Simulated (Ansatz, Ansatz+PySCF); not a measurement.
```xyz
2

Cu    0.0000    0.0000   -0.7699
Cl    0.0000    0.0000    1.3133
```

Basis set: def2-SVP (spherical functions). Frozen core: 10 orbitals. Charge 0, multiplicity 1.

Computed with Ansatz (development build ahead of 0.2.0); each method stands on the lowest determinant of its kind that the runs found. Restricted open shells among the atoms or ions are ROHF, correlated in semicanonical orbitals with singles. Restricted functionals stand beside restricted open-shell atoms, which can lie above the unrestricted atoms usual in DFT and then raise those values.

(1) Give the atomization energy at this shape (free ground-state atoms in the same class of orbitals less the molecule, no zero-point energy) of singlet CuCl by ωB97X (restricted), ωB97X (unrestricted), r²SCAN (restricted), r²SCAN (unrestricted), PBE0 (restricted), PBE0 (unrestricted), PBE (restricted), PBE (unrestricted), RHF-MP2, RHF-CCSD(T), RHF-CCSD, RHF, UHF.

Results:

(1)

| method | atomization energy |
| --- | --- |
| ωB97X (restricted) | 4.06 eV |
| ωB97X (unrestricted) | 4.02 eV |
| r²SCAN (restricted) | 4.12 eV |
| r²SCAN (unrestricted) | 4.06 eV |
| PBE0 (restricted) | 3.83 eV |
| PBE0 (unrestricted) | 3.78 eV |
| PBE (restricted) | 4.02 eV |
| PBE (unrestricted) | 3.98 eV |
| RHF-MP2 | 3.61 eV |
| RHF-CCSD(T) | 3.44 eV |
| RHF-CCSD | 3.42 eV |
| RHF | 2.64 eV |
| UHF | 2.53 eV |
